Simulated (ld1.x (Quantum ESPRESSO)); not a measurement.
Transferability test, ultrasoft potential for chromium

ld1.x (Quantum ESPRESSO) 7.5 input, shortened:

```
&input
   title='Cr', zed=24., rel=1, dft='PBESOL', iswitch=3,
   config='[Ar] 3d5 4s0.75 4p0.25'
 /
 &inputp
   pseudotype=3, tm=.true., lloc=-2, rcloc=1.25,
   nlcc=.true., new_core_ps=.true., rcore=1.00
 /
6
3S  1  0   2.00   0.00  1.30  1.40  0.0
4S  2  0   0.75   0.00  1.30  1.40  0.0
3P  2  1   6.00   0.00  1.40  1.50  0.0
4P  3  1   0.25   0.00  1.40  1.50  0.0
3D  3  2   5.00   0.00  1.55  1.80  0.0
3D  3  2   0.00   0.70  1.55  1.80  0.0
 &test
   configts(1)='3s2 3p6 3d5 4s0.75 4p0.25'
 /
```

Energies are relative to the spin-unpolarised reference configuration 3s2 3p6 3d5 4s0.75 4p0.25; without spin polarisation the order of configurations can differ from experiment.

Q: Give the all-electron excitation energy and the error of the potential for: 3s2 3p6 3d5 4s1 4p0; 3s2 3p6 3d5 4s0 4p0; 3s2 3p6 3d4 4s0 4p0; 3s2 3p6 3d4 4s1 4p0; 3s2 3p6 3d4 4s1 4p1; 3s2 3p6 3d5.5 4s0.5 4p0; 3s2 3p5 3d5 4s1 4p0.

A:

| valence configuration | charge | ΔE all-electron (eV) | error AE − PS (meV) |
| --- | --- | --- | --- |
| 3s2 3p6 3d5 4s1 4p0 | 0 | -0.770 | -242 |
| 3s2 3p6 3d5 4s0 4p0 | +1 | 6.103 | +1215 |
| 3s2 3p6 3d4 4s0 4p0 | +2 | 22.117 | +1207 |
| 3s2 3p6 3d4 4s1 4p0 | +1 | 7.240 | -1113 |
| 3s2 3p6 3d4 4s1 4p1 | 0 | 2.766 | -1364 |
| 3s2 3p6 3d5.5 4s0.5 4p0 | 0 | -0.047 | +531 |
| 3s2 3p5 3d5 4s1 4p0 | +1 | 50.646 | -1220 |

These tests converged, but a pseudo level misses the all-electron one widely, so the file describes the atom poorly there or has found another state: 3s2 3p6 3d5 4s0 4p0: empty 4s by 2.0 eV; 3s2 3p6 3d4 4s0 4p0: empty 4s by 3.0 eV; 3s2 3p6 3d4 4s1 4p1: 3d by 1.5 eV; 3s2 3p6 3d5.5 4s0.5 4p0: 4s by 1.1 eV. ld1.x printed “convergence not achieved” for 2 of the counted tests; their residual had stalled under 1e-8, short of the target of 1e-14.

A Bessel basis up to 400 Ry misses an occupied level by 1.18 Ry, so cutoffs and ghosts were not judged. The potential misses its own reference levels by up to 1.0 eV, so it is not fit for use.
